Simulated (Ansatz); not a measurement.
Isolated molecules relaxed with PBE0-D4/def2-TZVP in Ansatz; ΔE leaves out vibrations. CBS: MP2 limit from def2 TZ/QZ plus the TZ coupled-cluster correction, frozen cores. This one scheme is used for every species. DFT in def2-TZVPP. B3LYP here is the variant with VWN-RPA as its local correlation; programs differ in this. For Br outer-core shells are correlated without core-valence functions, which leaves a few kJ/mol of doubt a bond. Scalar relativity is left out up to krypton.

`[SiH3][Si@H]1O[C@@H]1Br` + H–F → `F[C@H]1O[Si@H]1[SiH3]` + HBr  (substitution at a C–Br bond)

`[SiH3][Si@H]1O[C@@H]1Br`:

```xyz
10

Si    1.749   -0.544    0.550
Si   -0.153    0.702    0.035
O    -0.800    0.439   -1.506
C    -1.701   -0.060   -0.533
Br   -3.381    0.895   -0.424
H     2.935    0.033   -0.137
H     1.967   -0.506    2.020
H     1.531   -1.942    0.102
H    -0.228    2.102    0.512
H    -1.920   -1.119   -0.619
```

H–F:

Cartesian coordinates in Å:
```
F 0.324 -0.014 -0.327
H -0.324 0.014 0.327
```

`F[C@H]1O[Si@H]1[SiH3]`:

Z-matrix (Å, degrees):
```
C
O 1 1.407
Si 1 1.829 2 61.6
F 1 1.362 2 112.8 3 114.1
H 1 1.089 2 114.1 3 -120.6
Si 3 2.329 1 120.6 2 98.3
H 3 1.485 1 120.1 2 -95.8
H 6 1.487 3 108.5 1 112.8
H 6 1.482 3 109.0 1 -7.4
H 6 1.486 3 109.7 1 -128.2
```

HBr:

```xyz
2

Br   -0.349    0.591    0.181
H     0.349   -0.591   -0.181
```

| level | ΔE (kJ/mol) | difference from CCSD(T)/CBS |
| --- | --- | --- |
| PBE-D4 | 12.2 | -10.1 |
| r2SCAN-D4 | 7.3 | -15.0 |
| PBE0-D4 | 12.4 | -9.9 |
| B3LYP-D4 | 9.6 | -12.7 |
| ωB97X-V | 4.2 | -18.1 |
| ωB97M-V | 7.1 | -15.2 |
| B2PLYP | 11.6 | -10.7 |
| PBE | 7.9 | -14.4 |
| r2SCAN | 6.4 | -15.9 |
| PBE0 | 8.7 | -13.6 |
| B3LYP | 2.5 | -19.8 |
| HF/def2-TZVPP | -5.5 | -27.8 |
| MP2/def2-TZVPP | 30.5 | 8.2 |
| SCS-MP2/def2-TZVPP | 22.1 | -0.2 |
| CCSD/def2-TZVPP | 13.3 | -9.0 |
| CCSD(T)/def2-TZVPP | 16.9 | -5.4 |
| HF/def2-QZVPP | -5.5 | -27.8 |
| MP2/def2-QZVPP | 33.6 | 11.3 |
| SCS-MP2/def2-QZVPP | 25.1 | 2.8 |
| HF/CBS(def2) | -5.6 | -27.9 |
| MP2/CBS(def2) | 35.9 | 13.6 |
| CCSD/CBS(def2) | 18.7 | -3.6 |
| CCSD(T)/CBS | 22.3 | 0 |

Largest T1 diagnostic among the species: 0.016.

In def2-TZVPP, CCSD(T) changes the Hartree–Fock value by +22.4 kJ/mol (the triples alone add +3.5 kJ/mol) and MP2 by +36.0 kJ/mol. The D4 term adds +7.1 kJ/mol with B3LYP and +3.7 kJ/mol with PBE0; it sums over pairs of atoms, weighted by their polarisabilities, and B3LYP, whose exchange is more repulsive, gets the larger term.
